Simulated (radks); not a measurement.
The numbers below are computed, except where a source is named.
Q: The table gives one normalised radial function P(r) = r R(r) of W3+ in [Xe] 4f14 5d2 6s1 (r in bohr). Code: a radial shooting solver on a logarithmic mesh with Libxc functionals. Model: scalar-relativistic Kohn-Sham, r2SCAN, spin-unpolarised, spherical densities, finite nucleus; meta-GGA in the generalised Kohn-Sham scheme; Fermi nuclear charge, rms radius 5.3658 fm.

r,P
0.0006786,0.0024
0.0009123,0.0038
0.001227,0.0063
0.001662,0.0105
0.002235,0.0171
0.003005,0.0280
0.00404,0.0455
0.005475,0.0744
0.007361,0.1182
0.009897,0.1839
0.01331,0.2774
0.01803,0.4029
0.02425,0.5407
0.0326,0.6534
0.04383,0.6638
0.0594,0.4615
0.07986,0.0004
0.1074,-0.6030
0.1444,-0.9755
0.1956,-0.6499
0.263,0.3767
0.3536,1.4146
0.4754,1.6612
0.6392,1.1211
0.8663,0.4466
1.165,0.1062
1.566,0.0133
2.105,0.0007
2.853,0.0000
3.836,0.0000
5.158,0.0000
6.934,0.0000

Which n and l does it have? It may be an empty orbital.

A: n = 4, l = 1: the number of nodes gives n - l - 1 = 2, the rise at small r (about r^(l+1), flatter next to the nucleus through relativity) gives l, and the extent must fit the shell. The curve is that of 4p. 4p: eigenvalue -464.17 eV, 2 radial nodes at r = 0.0799, 0.239 bohr, <r> = 0.478 bohr, 90 % of the charge inside 0.694 bohr.
